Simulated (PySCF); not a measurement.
## Run times: promethium in even-tempered 20s15p10d4f4g

Measured wall times of calculations with PySCF 2.14 in an even-tempered Gaussian basis (20 s from 0.86 bohr⁻², ratio 2.5; 15 p from 1.1 bohr⁻², ratio 2.5; 10 d from 1.1 bohr⁻², ratio 2.5; 4 f from 6.7 bohr⁻², ratio 2.7; 4 g from 10 bohr⁻², ratio 2.7), with the spin-free X2C one-electron Hamiltonian (Gaussian nucleus), run from one Python driver. Hardware: 2 threads of Neoverse-V1 on a shared host, 2.6 GiB allowed. The two-electron integrals over 179 functions were computed once and kept in memory (2 CPU seconds with the set-up); the times below exclude them. Kohn-Sham runs start from converged Hartree-Fock orbitals.

Launch command (the driver calls PySCF for each step listed in the task file):

```bash
OMP_NUM_THREADS=2 python atomrun2.py TASK.json OUT
```

```json
{"species": "Pm¹⁷⁺ [Kr] 4d8", "step": "UHF with spin-orbit constants", "iterations": "5", "wall time (s)": "19"}
{"species": "Pm¹⁷⁺ [Kr] 4d8", "step": "LDA", "iterations": "5", "wall time (s)": "2.2"}
{"species": "Pm¹⁷⁺ [Kr] 4d8", "step": "PBE", "iterations": "5", "wall time (s)": "2.9"}
{"species": "Pm¹⁷⁺ [Kr] 4d8", "step": "PBE0", "iterations": "5", "wall time (s)": "6.5"}
{"species": "Pm¹⁷⁺ [Kr] 4d8", "step": "MP2 (16 electrons)", "iterations": "", "wall time (s)": "4.3"}
{"species": "Pm¹⁸⁺ [Kr] 4d7", "step": "UHF with spin-orbit constants", "iterations": "5", "wall time (s)": "18"}
{"species": "Pm¹⁸⁺ [Kr] 4d7", "step": "LDA", "iterations": "5", "wall time (s)": "2.1"}
{"species": "Pm¹⁸⁺ [Kr] 4d7", "step": "PBE", "iterations": "5", "wall time (s)": "2.9"}
{"species": "Pm¹⁸⁺ [Kr] 4d7", "step": "PBE0", "iterations": "5", "wall time (s)": "6.5"}
{"species": "Pm¹⁸⁺ [Kr] 4d7", "step": "r2SCAN", "iterations": "5", "wall time (s)": "7.2"}
{"species": "Pm¹⁸⁺ [Kr] 4d7", "step": "MP2 (15 electrons)", "iterations": "", "wall time (s)": "4.2"}
```

Task: Roughly how long does r2SCAN take for Pm¹⁷⁺ [Kr] 4d8 here?

Result: About 7.2 s.

Peak memory of the process: 1.5 GiB. Times on a shared host vary from run to run.
